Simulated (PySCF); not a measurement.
## C₆ coefficients of unlike pairs at PBE0

Calculated with PySCF 2.14 from the dipole response of each species, C₆(A,B) = (3/π) ∫ α_A(iu) α_B(iu) du, in atomic units, from isotropic polarisabilities. For ions this is the dispersion term alone; charge-induced terms of lower order in 1/R come first.

| species | configuration | basis | relativity | α (bohr³) | C₆ (like pair) |
| --- | --- | --- | --- | --- | --- |
| B³⁺ | 1s2 (1S) | dyall-av2z (11s7p2d) | none | 0.02020 | 0.002694 |
| C | [He] 2s2 2p2 (3P) | x2c-QZVPPall with one added diffuse shell each of s, p, d, f type (8s5p4d3f1g) | spin-free X2C | 12.67 | 50.76 |
| Zn²⁺ | [Ar] 3d10 (1S) | aug-cc-pVTZ-PP with ECP10MDF (6s6p5d3f2g) | core potential | 2.505 | 6.480 |
| Be⁺ | [He] 2s1 (2S) | aug-cc-pCVTZ-DK with one added diffuse shell each of s, p, d, f type (8s7p5d3f) | spin-free X2C | 22.29 | 60.37 |

**Question.** Estimate C₆ for Be⁺ with B³⁺.

**Answer.** The integral gives 0.1186. The combination rule 2 C_A C_B / (C_A α_B/α_A + C_B α_A/α_B) gives 0.1074 and the geometric mean 0.4033.

No spin-orbit coupling is included.

The other pairs:

| pair | C₆ |
| --- | --- |
| Be⁺, Zn²⁺ | 12.41 |
| C, B³⁺ | 0.1696 |
| Be⁺, C | 49.79 |
| Zn²⁺, C | 15.37 |
| Zn²⁺, B³⁺ | 0.1047 |
